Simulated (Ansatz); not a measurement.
Relaxation of Ca₄O₄⁻ with UKS PBE-D4/def2-SVPD.

```sh
$ ansatz run in.yaml --threads 4 --pin off --events-out ev --progress --plain --max-ram 8704MiB
```

```yaml
crystal:
  periodic: [false, false, false]
  atoms:
    - {symbol: Ca, position_ang: [-1.616825, 2.213009, 0.148196]}
    - {symbol: Ca, position_ang: [2.220351, 1.601699, 0.291664]}
    - {symbol: Ca, position_ang: [1.613844, -2.217650, -0.103730]}
    - {symbol: Ca, position_ang: [-2.216754, -1.596248, -0.341350]}
    - {symbol: O, position_ang: [-0.403403, -2.561678, -0.294982]}
    - {symbol: O, position_ang: [0.403119, 2.561185, 0.297337]}
    - {symbol: O, position_ang: [2.574875, -0.415698, 0.128354]}
    - {symbol: O, position_ang: [-2.575218, 0.415391, -0.125480]}
basis:
  gaussian: {orbitals: def2-SVPD}
total_charge: -1
magnetization: {spin_polarized: true, initial_magnetization: 1}
hamiltonian: {xc: pbe, dispersion: d4}
scf: {lower_state_search: "off"}
output: {orbitals: {seedname: orbitals}}
relax: {f_tol: 0.02, max_steps: 100}
```

It took 72 s on 4 threads of Intel Xeon Platinum 8259CL on a shared host.

Positions (Å) and forces (eV/Å) at steps 1, 2, 4, 7, 10, 13, 14 of 14:

```xyz
8
step=1 energy=-81903.3510 eV
Ca   -1.617    2.213    0.148   -0.052    0.068    0.008
Ca    2.220    1.602    0.292    0.075    0.056    0.007
Ca    1.614   -2.218   -0.104    0.050   -0.069    0.001
Ca   -2.217   -1.596   -0.341   -0.076   -0.056   -0.015
O    -0.403   -2.562   -0.295   -0.030   -0.239   -0.028
O     0.403    2.561    0.297    0.033    0.239    0.027
O     2.575   -0.416    0.128    0.238   -0.046    0.010
O    -2.575    0.415   -0.125   -0.238    0.048   -0.011
8
step=2 energy=-81903.3770 eV
Ca   -1.618    2.214    0.148    0.013   -0.020    0.000
Ca    2.222    1.603    0.292   -0.017   -0.011   -0.002
Ca    1.615   -2.219   -0.104   -0.014    0.019    0.002
Ca   -2.218   -1.597   -0.341    0.017    0.011    0.002
O    -0.409   -2.599   -0.300   -0.013   -0.096   -0.012
O     0.409    2.598    0.301    0.014    0.096    0.010
O     2.612   -0.422    0.130    0.096   -0.018    0.004
O    -2.612    0.422   -0.128   -0.095    0.019   -0.005
8
step=4 energy=-81903.3843 eV
Ca   -1.608    2.201    0.150    0.006   -0.009    0.000
Ca    2.214    1.597    0.290   -0.005   -0.004   -0.001
Ca    1.605   -2.206   -0.101   -0.006    0.008    0.001
Ca   -2.210   -1.592   -0.340    0.005    0.004    0.001
O    -0.416   -2.634   -0.305    0.002    0.006    0.001
O     0.416    2.634    0.305   -0.002   -0.006   -0.001
O     2.647   -0.426    0.131   -0.006    0.000    0.000
O    -2.647    0.426   -0.131    0.007    0.000    0.000
8
step=7 energy=-81903.3844 eV
Ca   -1.602    2.192    0.153    0.000   -0.001    0.001
Ca    2.221    1.603    0.288    0.006    0.004    0.000
Ca    1.598   -2.198   -0.097    0.000    0.000    0.001
Ca   -2.217   -1.597   -0.344   -0.006   -0.004   -0.002
O    -0.420   -2.632   -0.305    0.001   -0.003    0.000
O     0.420    2.632    0.305   -0.001    0.003    0.000
O     2.646   -0.422    0.131    0.003   -0.002    0.000
O    -2.646    0.422   -0.131   -0.003    0.002    0.000
8
step=10 energy=-81903.3849 eV
Ca   -1.588    2.172    0.156    0.001   -0.001    0.001
Ca    2.239    1.616    0.286    0.013    0.009    0.001
Ca    1.584   -2.179   -0.092   -0.001    0.001    0.001
Ca   -2.235   -1.609   -0.351   -0.013   -0.009   -0.003
O    -0.429   -2.629   -0.305    0.002   -0.007    0.000
O     0.429    2.629    0.306   -0.002    0.007    0.001
O     2.646   -0.412    0.133    0.006   -0.004    0.000
O    -2.646    0.412   -0.133   -0.006    0.004    0.000
8
step=13 energy=-81903.3860 eV rejected
Ca   -1.389    1.893    0.178    0.030   -0.034   -0.011
Ca    2.487    1.798    0.284   -0.181   -0.132   -0.007
Ca    1.380   -1.907   -0.038   -0.028    0.036   -0.007
Ca   -2.478   -1.783   -0.422    0.179    0.128    0.044
O    -0.566   -2.601   -0.312   -0.080    0.024   -0.007
O     0.566    2.601    0.312    0.080   -0.024   -0.002
O     2.660   -0.273    0.148    0.004    0.085    0.004
O    -2.659    0.273   -0.149   -0.004   -0.085   -0.014
8
step=14 energy=-81903.3952 eV
Ca   -1.458    1.990    0.164    0.007   -0.007   -0.002
Ca    2.394    1.729    0.291   -0.003   -0.002    0.002
Ca    1.451   -2.001   -0.063   -0.006    0.007   -0.002
Ca   -2.387   -1.718   -0.390    0.002    0.002    0.002
O    -0.519   -2.619   -0.311   -0.001    0.014    0.001
O     0.519    2.619    0.310    0.001   -0.014   -0.001
O     2.663   -0.324    0.142   -0.013    0.006    0.000
O    -2.663    0.324   -0.144    0.012   -0.006    0.000
```

The highest occupied level of the relaxed charge -1 doublet lies above zero (up to 0.73 eV). Energy differences put its binding near zero (0.08 eV; each at its own geometry, against the charge 0 singlet, at PBE0-D4/def2-TZVPD), which leaves it undecided. The structure comes from a short search, and lower isomers may exist.
